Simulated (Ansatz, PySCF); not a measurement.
This Ansatz (a program for electronic structure) input computes a CCSD(T)/cc-pVDZ energy:

Ansatz 0.2 input:
```yaml
crystal:
  periodic: [false, false, false]
  atoms:
    - {symbol: F, position_ang: [1.61414177, -0.75939650, -0.00912198]}
    - {symbol: C, position_ang: [0.70663291, 0.38027081, -0.03316302]}
    - {symbol: C, position_ang: [-0.52663378, -0.12917789, 0.01840335]}
    - {symbol: F, position_ang: [-1.63954444, 0.72176293, 0.01129491]}
    - {symbol: H, position_ang: [-0.85137075, -1.16785533, 0.06900167]}
basis:
  gaussian:
    orbitals: cc-pVDZ
total_charge: -1
magnetization: {spin_polarized: false}
correlation: {method: ccsd_t, electrons: outside_noble_gas}
```

Problem. Write an input for the same energy in PySCF and say what it gives.

Solution. 
```python
from pyscf import gto, scf, mp, cc as ccmod

mol = gto.M(
    atom='''
    F     1.61414177   -0.75939650   -0.00912198
    C     0.70663291    0.38027081   -0.03316302
    C    -0.52663378   -0.12917789    0.01840335
    F    -1.63954444    0.72176293    0.01129491
    H    -0.85137075   -1.16785533    0.06900167
    ''',
    basis='cc-pvdz',
    charge=-1,
    spin=0,
    verbose=4,
)

mf = scf.RHF(mol)
mf.conv_tol = 1e-10
mf.max_cycle = 100
mf.kernel()
mp2 = mp.MP2(mf, frozen=4).run()
cc = ccmod.CCSD(mf, frozen=4)
cc.max_cycle = 100
cc.kernel()
et = cc.ccsd_t()
print(f'E(CCSD(T)) = {cc.e_tot + et:.9f}')
```
It gives -275.76431 Eh, and Ansatz -275.76430 Eh, a difference of 0.01 mEh.

It need not be the lowest isomer of its formula. Whether it binds its extra electron was not tested at this geometry.
